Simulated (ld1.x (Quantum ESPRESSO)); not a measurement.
# Hf: one change to a TM potential, before and after

```json
{
  "Element": "hafnium",
  "Generator": "ld1.x (Quantum ESPRESSO) 7.5",
  "Type": "norm-conserving Troullier–Martins (Kleinman–Bylander form)",
  "Functional": "PBE",
  "Relativity": "scalar-relativistic",
  "Frozen core": "[Kr] 4d10 4f14 5s2",
  "Valence charge": "10",
  "Reference configuration": "5p6 5d3 6s1 6p0",
  "Partial waves": "6s (bound): rc 2.30 bohr; 5p (bound): rc 2.00 bohr; 5d (bound): rc 1.80 bohr",
  "Local potential": "all-electron potential smoothed inside 2.05 bohr (lloc = -1)",
  "Core correction": "a·sin(br)/r model core, default radius (core density twice the valence density)"
}
```

Change: core correction none.

Cutoffs: the cutoffs (Ry, on a coarse ladder) from which the occupation-weighted sum of valence levels, in a spherical-Bessel basis at the reference potential, stays within 10 and 1 mRy of its value at 400 Ry; they do not see the model core or the augmentation charge, which bear on the density cutoff. Errors are all-electron minus pseudo energies relative to the spin-unpolarised reference configuration.

**Question.** Predict the effect on cutoff, ghosts and configuration errors.

**Answer.** The potential gets neither clearly harder nor softer (30 Ry and 40 Ry → 30 Ry and 40 Ry); both files keep a bound ghost (s); of the 7 tests that both files solve, the error grows in 1 and shrinks in 4 by more than 15 % and 0.3 meV (median size 147.5 → 51.0 meV). The default core radius of the base comes out at 1.00 bohr.

| quantity | base | changed |
| --- | --- | --- |
| cutoff, loose | 30 Ry | 30 Ry |
| cutoff, tight | 40 Ry | 40 Ry |
| bound ghosts | s | s |
| error for 5p6 5d2 6s2 6p0, meV [ΔE -2.59 eV] | -10 | -4.3 |
| error for 5p6 5d2 6s1 6p0, meV [ΔE 5.38 eV] | -7.1 | -1.9 |
| error for 5p6 5d2 6s0 6p0, meV [ΔE 19.56 eV] | -18 | +24 |
| error for 5p6 5d0 6s0 6p0, meV [ΔE 74.21 eV] | -334 | +51 |
| error for 5p6 5d2 6s0 6p2, meV [ΔE 5.27 eV] | +208 | +227 |
| error for 5p5 5d2 6s2 6p0, meV [ΔE 38.43 eV] | -445 | -376 |
| error for 5p6 5d2 6s0 6p1, meV [ΔE 10.06 eV] | +147 | +166 |
| s: phases at 2.50 bohr within 0.05 rad from the reference energy up to (Ry; the scan ends near 5) | 3.1 | 3.1 |
| p: phases at 2.50 bohr within 0.05 rad from the reference energy up to (Ry; the scan ends near 5) | 0.3 | 0.3 |
| d: phases at 2.50 bohr within 0.05 rad from the reference energy up to (Ry; the scan ends near 5) | 4.1 | 4.1 |

 A true bound ghost makes a file unfit for plane-wave use even where its test errors are small: the radial tests pick states by their node count and pass the ghost by.
